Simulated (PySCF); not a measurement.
Spinor energies of Br⁸⁺ (bromine, charge +8)

Start: [Ar] 3d9; 3d3/2 filled at m_j = -3/2, -1/2, +1/2, +3/2; 3d5/2 filled at m_j = -3/2, -1/2, +1/2, +3/2, +5/2. Calculated with PySCF 2.14 in an uncontracted even-tempered set (18 s from 0.43 bohr⁻², ratio 2.8; 13 p from 0.56 bohr⁻², ratio 2.8; 9 d from 0.56 bohr⁻², ratio 2.8; 4 f from 4 bohr⁻², ratio 3): generalised Hartree-Fock with the X2C-1e Hamiltonian and a Gaussian nucleus; spin-orbit coupling (SO) screened by Boettger's factors.

| spinor shell | electrons | ε, screened SO (eV) | weight of nominal j (screened SO) | rms radius, screened SO (bohr) |
| --- | --- | --- | --- | --- |
| 1s1/2 | 2 | -13711.3 | 1.000 | 0.0492 |
| 2s1/2 | 2 | -1977.7 | 1.000 | 0.205 |
| 2p1/2 | 2 | -1790.8 | 1.000 | 0.180 |
| 2p3/2 | 4 | -1741.5 | 1.000 | 0.184 |
| 3s1/2 | 2 | -420.78 | 1.000 | 0.581 |
| 3p1/2 | 2 | -354.93 | 0.975 | 0.589 |
| 3p3/2 | 4 | -345.07 | 0.987 | 0.599 |
| 3d3/2 | 4 | -231.92 | 0.890 | 0.608 |
| 3d5/2 | 5 | -229.59 | 0.912 | 0.612 |

```csv
quantity,screened SO
E (hartree),-2584.29497
M_J,5/2
⟨J²⟩,8.751
⟨L²⟩,6.004
⟨S²⟩,0.753
```

Each row is a mean over spinors that exchange with the open shell spreads, by up to 10.654 eV (3p3/2).

Rows whose weight is well below 1 are mixtures of j = l ± 1/2: exchange outweighs spin-orbit coupling there, and the label is only the starting occupation.
